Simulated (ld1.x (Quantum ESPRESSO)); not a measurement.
**What one change does to a pseudopotential (Ca (Z = 20), TM)**

* Element: Ca (Z = 20)
* Generator: ld1.x (Quantum ESPRESSO) 7.5
* Type: norm-conserving Troullier–Martins (Kleinman–Bylander form)
* Functional: PBE
* Relativity: scalar-relativistic
* Frozen core: [Ar]
* Valence charge: 2
* Reference configuration: 3d0 4s2 4p0
* Partial waves: 4p (bound, empty): rc 3.70 bohr; 3d (bound, empty): rc 2.25 bohr; 4s (bound): rc 2.80 bohr
* Local potential: the s channel
* Core correction: none

Change: wave 4s (bound): rc 2.80 bohr becomes 4s (bound): rc 2.36 bohr.

Cutoffs: the cutoffs (Ry, on a coarse ladder) from which the occupation-weighted sum of valence levels, in a spherical-Bessel basis at the reference potential, stays within 10 and 1 mRy of its value at 400 Ry; they do not see the model core or the augmentation charge, which bear on the density cutoff. Errors are all-electron minus pseudo energies relative to the spin-unpolarised reference configuration.

Task: How do hardness, ghosts and transferability respond?

Result: The potential gets harder (6 Ry and 10 Ry → 10 Ry and 25 Ry); of the 7 tests that both files solve, the error grows in 2 and shrinks in 1 by more than 15 % and 0.3 meV (median size 61.3 → 68.0 meV); neither file shows a bound ghost at the reference potential, the only one tested. A smaller radius makes the pseudo-wave follow the all-electron one further in, where it bends more sharply, so more plane waves are needed.

```tsv
quantity	base	changed
cutoff, loose	6 Ry	10 Ry
cutoff, tight	10 Ry	25 Ry
bound ghosts	none	none
error for 3d0 4s1 4p0, meV [ΔE 6.31 eV]	+6.6	+8.0
error for 3d0 4s1.5 4p0, meV [ΔE 2.50 eV]	-0.1	+0.4
error for 3d0 4s1 4p1, meV [ΔE 2.42 eV]	+11	+10
error for 3d1 4s1 4p0, meV [ΔE 2.28 eV]	+1007	+876
error for 3d0 4s0 4p2, meV [ΔE 4.95 eV]	+61	+68
error for 3d0.5 4s1.5 4p0, meV [ΔE 1.05 eV]	+480	+406
error for 3d1 4s0 4p0, meV [ΔE 7.69 eV]	+1527	+1373
s: phases at 4.00 bohr within 0.05 rad from the reference energy up to (Ry; the scan ends near 5)	1.0	0.6
p: phases at 4.00 bohr within 0.05 rad from the reference energy up to (Ry; the scan ends near 5)	1.7	2.0
d: phases at 4.00 bohr within 0.05 rad from the reference energy up to (Ry; the scan ends near 5)	0.3	0.3
```

Base: The cutoffs count occupied waves only; the empty 3d level needs 35 Ry at the loose tolerance. These tests converged, but a pseudo level misses the all-electron one widely, so the file describes the atom poorly there or has found another state: 3d0.5 4s1.5 4p0: 3d by 1.0 eV. Changed file: The cutoffs count occupied waves only; the empty 3d level needs 35 Ry at the loose tolerance.
